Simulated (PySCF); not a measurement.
Molecule: C$_{5}$H$_{5}$Se (charge 0, doublet). It need not be the lowest isomer of its formula. SMILES: [CH2]c1cc[se]c1
Structure (B3LYP-D3(BJ)/def2-TZVP (Ansatz) minimum search):
```
C
C 1 1.3942
H 2 1.0805 1 121.20
H 2 1.0805 3 117.94 1 180.00
C 1 1.3974 2 124.56 3 0.00
H 5 1.0777 1 126.20 2 0.00
C 1 1.4529 2 123.17 3 180.00
C 7 1.3457 1 116.03 2 180.00
H 8 1.0778 7 127.58 1 -180.00
H 7 1.0822 8 122.62 9 0.00
Se 5 1.8607 6 120.96 1 -180.00
```
Charge 0, spin multiplicity 2.

Dispersion corrections to the total energy (kcal/mol) from the dftd3 and dftd4 libraries through PySCF: D3(BJ) without and D4 with the three-body term, each with the damping fitted for the functional named.

| functional | D3(BJ) | D4 |
|---|---|---|
| B2PLYP | -6.19 | -5.17 |
| BLYP | -15.84 | ___ |
| HSE06 | -4.99 | ___ |
| BHLYP | -10.44 | -9.13 |
| revPBE | -18.09 | -23.17 |
| TPSS | ___ | -10.04 |
| B3LYP | -13.00 | -12.03 |

Task: Complete the blanks.

Result: 
- BLYP, D4: -16.52
- HSE06, D4: -5.81
- TPSS, D3(BJ): -9.24
